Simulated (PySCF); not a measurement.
## Exercise with solution: entropy of an ideal gas

TaF4, SMILES [F][Ta+]([F])([F])[F], charge +1, multiplicity 1.

Coordinates come from a PBE0-D3(BJ)/def2-SVP optimisation. The multiplicity is an assumed one; other spin states were not compared. The isomer is the one that the SMILES or the coordinates give; other isomers of the formula were not compared. The def2 effective core potentials stand for the cores of Ta; spin–orbit coupling is left out.

PBE0-D3(BJ)/def2-SVP run with PySCF gives the harmonic wavenumbers 171, 171, 171, 192, 192, 799, 803, 803, 803 cm⁻¹ and the rotational temperatures 0.1461, 0.1461, 0.1461 K. The molar mass is 256.94 g/mol, the symmetry number 12, the spin multiplicity 1.

Work out the entropy at 298.15 K and 1 atm in the rigid-rotor, harmonic-oscillator model.


Translation (Sackur–Tetrode at 1 atm): S = R[1.5 ln M + 2.5 ln T − 1.16487] = 177.9 J/(mol K).
Rotation: q = (√π/σ) T^1.5/√(θA θB θC) = 13600, S = R[ln q + 3/2] = 91.6 J/(mol K).
Vibration: with u = 1.4388 ν/T, each mode gives R[u/(e^u − 1) − ln(1 − e^−u)]:
```csv
ν (cm⁻¹),modes,u,S (J/(mol K))
171,3,0.83,30.43
192,2,0.93,18.48
799,1,3.86,0.87
803,3,3.88,2.57
```
These are all the modes. Sum 52.4 J/(mol K).
Spin: R ln 1 = 0.0 J/(mol K).
Total 321.9 J/(mol K); the program's own thermochemistry gives 321.9. Translation makes up 55 % and vibration 16 %. Anharmonicity, hindered rotation and orbital degeneracy are left out.
